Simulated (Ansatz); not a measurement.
Start from `[SiH3][CH2][AlH][S][SiH3]` and change one atom or group to get `[SiH3][CH2][AlH][SiH2]Cl`.

Ansatz, PBE0-D4/def2-TZVP geometries, multiplicity 1. Each molecule was computed in one conformer, which needn't be the lowest. `[SiH3][CH2][AlH][SiH2]Cl` holds a close contact that its SMILES doesn't draw: Cl···Al 2.50 Å.

| property | `[SiH3][CH2][AlH][S][SiH3]` |
| --- | --- |
| HOMO–LUMO gap (ωB97M-V/def2-TZVPP) / eV | 10.23 |
| HOMO–LUMO gap (B3LYP/def2-TZVPP) / eV | 6.04 |
| LUMO energy (PBE0/def2-TZVPP) / eV | -1.25 |
| size of the dipole moment (B3LYP/def2-TZVPP) / D | 1.59 |
| size of the dipole moment (ωB97M-V/def2-TZVPP) / D | 1.62 |
| HOMO–LUMO gap (PBE0/def2-TZVPP) / eV | 6.47 |

Give the same properties after the change, and the shifts. (Estimate.)

The calculation gave: 
```json
{"property": "HOMO–LUMO gap (ωB97M-V/def2-TZVPP) / eV", "`[SiH3][CH2][AlH][SiH2]Cl`": "10.03", "shift": "-0.20"}
{"property": "HOMO–LUMO gap (B3LYP/def2-TZVPP) / eV", "`[SiH3][CH2][AlH][SiH2]Cl`": "5.87", "shift": "-0.17"}
{"property": "LUMO energy (PBE0/def2-TZVPP) / eV", "`[SiH3][CH2][AlH][SiH2]Cl`": "-1.10", "shift": "0.15"}
{"property": "size of the dipole moment (B3LYP/def2-TZVPP) / D", "`[SiH3][CH2][AlH][SiH2]Cl`": "1.57", "shift": "-0.02"}
{"property": "size of the dipole moment (ωB97M-V/def2-TZVPP) / D", "`[SiH3][CH2][AlH][SiH2]Cl`": "1.60", "shift": "-0.02"}
{"property": "HOMO–LUMO gap (PBE0/def2-TZVPP) / eV", "`[SiH3][CH2][AlH][SiH2]Cl`": "6.24", "shift": "-0.23"}
```

With PBE0 the HOMO rises by 0.36 eV and the LUMO rises by 0.15 eV, so the gap narrows by about 0.21 eV. PBE moves the HOMO by 0.28 eV and ωB97M-V by 0.51 eV. Dipoles are sizes alone; their direction can turn.

B3LYP here is the variant with VWN-RPA as its local correlation; programs differ in this.
